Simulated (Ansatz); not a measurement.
C5H12BClN2 (`CC1=[N+](C)[B-](C)(Cl)N1C`), relaxed with RKS PBE0-D4/def2-TZVP in Ansatz from a PBE-D4/def2-SVP geometry. The force threshold is 0.005 eV/Å; the program also tests the step.

Total charge 0; spin multiplicity 1.

Start:

```xyz
21

C    -2.127    0.062   -0.850
C    -0.804    0.052   -0.159
N    -0.157   -0.975    0.403
C    -0.537   -2.344    0.575
B     1.043    0.023    0.752
C     2.418   -0.233   -0.021
Cl    1.219    0.300    2.580
N     0.042    1.064    0.064
C    -0.021    2.443   -0.315
H    -2.947    0.169   -0.110
H    -2.292   -0.885   -1.399
H    -2.197    0.908   -1.560
H    -1.478   -2.455    1.160
H     0.262   -2.866    1.137
H    -0.673   -2.881   -0.392
H     2.946   -1.119    0.389
H     3.106    0.629    0.097
H     2.264   -0.401   -1.108
H     0.930    2.934   -0.031
H    -0.841    2.991    0.202
H    -0.156    2.586   -1.412
```

```csv
step,energy (eV),largest force (eV/Å),largest move (Å)
1,-21551.1773,0.774,0.000
2,-21551.2609,0.216,0.032
3,-21551.2690,0.043,0.018
4,-21551.2692,0.015,0.005
5,-21551.2693,0.015,0.007
6,-21551.2695,0.029,0.012
7,-21551.2697,0.033,0.025
8,-21551.2699,0.044,0.043
9,-21551.2703,0.077,0.038
10,-21551.2707,0.135,0.054
11,-21551.2715,0.155,0.055
14,-21551.2783,0.219,0.087
17,-21551.3039,0.184,0.143
20,-21551.3218,0.032,0.058
23,-21551.3263,0.053,0.029
26,-21551.3283,0.040,0.031
29,-21551.3288,0.018,0.023
32,-21551.3290,0.028,0.036
35,-21551.3294,0.025,0.041
38,-21551.3297,0.037,0.022
41,-21551.3300,0.026,0.008
44,-21551.3301,0.027,0.042
47,-21551.3302,0.003,0.008
49,-21551.3302,0.004,0.003
```

End:

```xyz
21

C    -2.116    0.050   -0.850
C    -0.801    0.082   -0.169
N    -0.213   -0.877    0.525
C    -0.486   -2.278    0.552
B     1.034    0.081    0.713
C     2.386   -0.383    0.029
Cl    1.223    0.667    2.455
N     0.096    1.051   -0.118
C    -0.044    2.459   -0.302
H    -2.879   -0.357   -0.184
H    -2.063   -0.591   -1.734
H    -2.418    1.047   -1.168
H    -1.526   -2.479    0.283
H    -0.315   -2.666    1.558
H     0.160   -2.833   -0.138
H     2.833   -1.220    0.575
H     3.124    0.424    0.027
H     2.232   -0.699   -1.008
H     0.761    2.844   -0.933
H     0.006    2.975    0.663
H    -0.995    2.705   -0.778
```

Hardware: 4 threads of an AMD EPYC 7R13 on a shared host and a share of an NVIDIA H100 80 GB. Wall time 2.5 min, peak host memory 0.99 GiB.
